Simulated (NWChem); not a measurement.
Correlation energy of Ge$_{2}$

```
Ge
Ge 1 2.2676
```
Charge 0, spin multiplicity 3.

Everything below was run with NWChem. The geometry was optimised at UPBE0/def2-SVP, a minimum by its harmonic frequencies.

Basis set: def2-SVP. Each correlation energy counts from its own Hartree-Fock reference.

The Hamiltonian is non-relativistic. The correlated methods keep 18 core orbitals frozen. This spin state was chosen for the runs; another may lie lower. The structure started from a generated list of species. The unpaired electrons of the parent sit in orbitals of symmetry ag and b2u (D2h labels of the run); other states weren't searched. The stability of the SCF solutions was not checked. Open-shell Hartree-Fock references start from PBE0 orbitals. Coupled-cluster values serve here as a point of comparison, not as the truth.

**Question.** Order these methods by the correlation energy they give, lowest first: CCSD(T) on UHF, CCSD[T] on ROHF, CCSD on ROHF, CCSD[T] on UHF.

**Answer.** CCSD[T] on ROHF (-427.9 mHa), CCSD[T] on UHF (-422.2 mHa), CCSD(T) on UHF (-420.5 mHa), CCSD on ROHF (-407.7 mHa)
